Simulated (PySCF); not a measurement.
ZrI₃, SMILES [I][Zr]([I])[I] (connectivity only; charge and spin as stated), neutral, multiplicity 2.

Geometry optimised at B3LYP-D3(BJ)/def2-SVP. The spin state was assumed, not searched. The isomer is the one that the SMILES or the coordinates give; other isomers of the formula were not compared. The def2 effective core potentials stand for the cores of I, Zr; spin–orbit coupling is left out.

Method: B3LYP-D3(BJ)/def2-SVP (PySCF 2.14.0).

Frequencies are harmonic and unscaled.

Modes within 1.5 cm⁻¹ of each other (mostly degenerate sets) share a row, with their intensities summed.

### Question
Estimate the vibrational spectrum. (An estimate is asked for; the answer gives what the named calculation found.)

### Answer

```csv
mode,ν (cm⁻¹),IR (km/mol),moving atoms (share of kinetic energy)
1–3,39,2.4,"Zr 81 %, I 19 %"
4,154,0.0,I 100 %
5–6,262,108.8,"Zr 70 %, I 30 %"
```
